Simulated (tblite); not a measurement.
A tight-binding relaxation on `[CH3][AlH2-][S@@+](C)/C=C\Br`.

Computed with GFN2-xTB geometry optimisation, gas phase (tblite 0.8.0). Start geometry: from a force field or distance geometry. The input is one job of a driver script: a line of settings, then coordinates in Å.

Command:
```bash
OMP_NUM_THREADS=1 python probes_run.py task.json out
```

Input:
```
{"job": {"kind": "relax", "xc": "GFN2-xTB", "basis": "xTB"}, "charge": 0, "multiplicity": 1}
C      2.540500    -1.183900     0.659000
Al     1.442300    -0.087400    -0.614500
S     -0.503300     0.484300     0.319500
C     -0.751000     2.218500     0.055000
C     -1.709100    -0.508200    -0.490100
C     -2.584100    -1.226300     0.209300
Br    -2.584300    -1.219500     2.118100
H      2.167200    -1.011100     1.707100
H      2.496900    -2.254100     0.417500
H      3.572000    -0.839500     0.599700
H      1.148200    -0.957500    -1.925400
H      2.218200     1.264200    -0.994000
H     -1.774600     2.410700    -0.312300
H     -0.609100     2.744300     1.037200
H      0.020100     2.582000    -0.625900
H     -1.777900    -0.565600    -1.565500
H     -3.319200    -1.838900    -0.305800
```

Output:
```
step      E/eV     max force
  0    -598.18334    3.792
  1    -598.50473    2.633
  2    -598.79736    0.957
  3    -598.87218    0.710
  4    -598.91888    0.463
  5    -598.94622    0.396
  6    -598.97592    0.389
  7    -599.00182    0.360
  8    -599.02060    0.267
  9    -599.03399    0.273
... (141 lines left out)
151    -599.43186    0.015
152    -599.43191    0.017
153    -599.43196    0.016
154    -599.43201    0.014
155    -599.43206    0.016
156    -599.43210    0.013
157    -599.43213    0.012
158    -599.43215    0.010
159    -599.43216    0.011
160    -599.43217    0.009
```

«max force» is the largest atomic force in eV/Å.

Question: From which step on does the largest force stay under 0.1 eV/Å, and how much energy is left to gain from there?

Answer: From step 104 (0.076 eV/Å), 14.9 meV above the end.

Main results: energy lowered by 28.8 kcal/mol over 160 steps; largest atomic force 0.009 eV/Å at the end.

Question: Where do the atoms end?

Answer: 0.809 Å rms from the input after alignment:
```
atom  x, y, z in Å
C1     1.9991   -1.4513    0.6636
Al2    1.4819    0.1414   -0.4068
S3    -0.6327    0.9205    0.7398
C4    -0.7584    2.3253   -0.3893
C5    -1.5387   -0.2764   -0.1699
C6    -1.8508   -1.4669    0.3231
Br7   -1.3729   -1.9732    2.0680
H8     1.7517   -1.4160    1.7323
H9     1.5725   -2.3892    0.2832
H10    3.0881   -1.5853    0.6161
H11    0.7256    0.0073   -1.7858
H12    2.0869    1.5711   -0.2173
H13   -1.8032    2.5082   -0.6218
H14   -0.3396    3.1816    0.1308
H15   -0.1769    2.1197   -1.2914
H16   -1.8410    0.0123   -1.1641
H17   -2.3985   -2.2173   -0.2215
```

Question: How long does this job take on Intel Xeon at 2.50 GHz, one thread, on a shared host?

Answer: About 4.7 s.
Labels such as C1 count atoms from 1, the log's own numbers from 0.
